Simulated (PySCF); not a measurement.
One of the candidates below gave these computed data.

| technique | computed result |
| --- | --- |
| Rotational structure | rotational constants A, B, C: 3.401, 2.006, 1.725 GHz [GFN2-xTB] |
| 1H NMR | chemical shifts (computed TMS as zero) by class: 6.71 (1 H), 6.49 (1 H), 6.46 (1 H), 4.03 (3 H) ppm [GIAO PBE0/pcSseg-1] |
| Dipole | 4.41 D [PBE0/pcSseg-1] |
| 13C NMR | chemical shifts (computed TMS as zero) by class: 144.5 (1 C), 136.2 (1 C), 54.6 (1 C) ppm [GIAO PBE0/pcSseg-1] |
| NMR, other nuclei | isotropic shieldings of nuclei other than C and H, by class: 131 (2 O), 159 (1 O), 195 (1 S) ppm [GIAO PBE0/pcSseg-1] |

The electronic properties come from PySCF, for the isolated species, density fitting. Levels stand in brackets. The structure is a single GFN2-xTB conformer in the gas phase; no vibrational or solvent corrections. Each NMR value is the plain mean over a class of atoms that symmetry, rotation or inversion makes alike.

Question: Which candidate is it?
A. `O=S1(=O)C=C(F)CC1`
B. `C=CS(=O)(=O)OC`
C. `O=S1(=O)CCCO1`
D. `O=S1(=O)CC=C(F)C1`

Answer: B. It is `C=CS(=O)(=O)OC`. Numbering: `[CH2:1]=[CH:2][S:3](=[O:4])(=[O:5])[O:6][CH3:7]`. 3 carbons fall into 3 classes; from least to most shielded: alkene CH carbon [C2] (144.5 ppm), terminal =CH2 carbon [C1] (136.2 ppm), methoxy carbon [C7] (54.6 ppm). Hydrogen classes from least to most shielded: 1 H on a terminal =CH2 carbon, C1 (6.71 ppm), 1 H on an alkene CH carbon, C2 (6.49 ppm), 1 H on a terminal =CH2 carbon, C1 (6.46 ppm), 3 H on a methoxy carbon, C7 (4.03 ppm, a mean of values up to 1.1 ppm apart in this geometry). The other shieldings belong to: 131 ppm, sulfonyl oxygen [O4/O5]; 159 ppm, oxygen bonded to C and S [O6]; 195 ppm, sulfonyl sulfur [S3]. The optimised geometry has point group C1 and is an asymmetric top.

The others, at the same levels:
- `O=S1(=O)CCCO1` fails: its computed 13C shifts are 66.1 (1 C), 52.9 (1 C), 28.8 (1 C) ppm, 1H shifts are 4.21 (2 H), 2.93 (2 H), 2.24 (2 H) ppm and rotational constant A is 4.055 GHz (against 3.401 GHz).
- `O=S1(=O)CC=C(F)C1` fails: it has 5 hydrogens where the 1H data count 6; its computed 13C shifts are 165.8 (1 C), 107.0 (1 C), 63.2 (1 C), 58.8 (1 C) ppm, 1H shifts are 5.64 (1 H), 3.81 (2 H), 3.67 (2 H) ppm and rotational constant A is 3.633 GHz (against 3.401 GHz).
- `O=S1(=O)C=C(F)CC1` fails: it has 5 hydrogens where the 1H data count 6; its computed 13C shifts are 178.6 (1 C), 121.6 (1 C), 58.9 (1 C), 28.9 (1 C) ppm, 1H shifts are 6.52 (1 H), 3.20 (2 H), 2.89 (2 H) ppm and rotational constant A is 3.599 GHz (against 3.401 GHz).

Each candidate is one conformer, not necessarily the lowest. Dipoles, sizes and rotational constants follow the conformer. The torsions of the flexible species, by atom-mapped SMILES:
- `[CH2:1]=[CH:2][S:3](=[O:4])(=[O:5])[O:6][CH3:7]`: C1–C2–S3–O4 -144°, C2–S3–O6–C7 86°

The conformers of `O=S1(=O)CCCO1`, `O=S1(=O)CC=C(F)C1` and `O=S1(=O)C=C(F)CC1` aren't listed.
